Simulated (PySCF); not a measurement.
PySCF 2.14 output of a UHF calculation on a single atom or ion in def2-TZVP, with no relativity, point nucleus:

```
SCF conv_tol = 1e-09
number electrons alpha = 8  beta = 6
cycle= 1 E= -288.850017128245  delta_E= -0.00342  |g|= 0.0211  |ddm|= 0.0548
cycle= 2 E= -288.850639715689  delta_E= -0.000623  |g|= 0.00939  |ddm|= 0.0231
cycle= 3 E= -288.850792948088  delta_E= -0.000153  |g|= 0.000565  |ddm|= 0.0185
cycle= 4 E= -288.850793461308  delta_E= -5.13e-07  |g|= 0.000123  |ddm|= 0.00187
cycle= 5 E= -288.850793488723  delta_E= -2.74e-08  |g|= 4.31e-05  |ddm|= 0.000554
cycle= 6 E= -288.850793492535  delta_E= -3.81e-09  |g|= 6.76e-06  |ddm|= 0.000271
cycle= 7 E= -288.850793492614  delta_E= -7.84e-11  |g|= 6.34e-07  |ddm|= 4.13e-05
converged SCF energy = -288.850793492614  <S^2> = 2.015098  2S+1 = 3.0100485
```

The run itself started from symmetry-adapted Hartree-Fock orbitals and held the occupation by maximum overlap, so the iterations belong to that start.

Which element, charge and spin multiplicity is this?

Si (silicon, neutral), multiplicity 3; the state was [Ne] 3s2 3p2, high-spin 3P determinant.
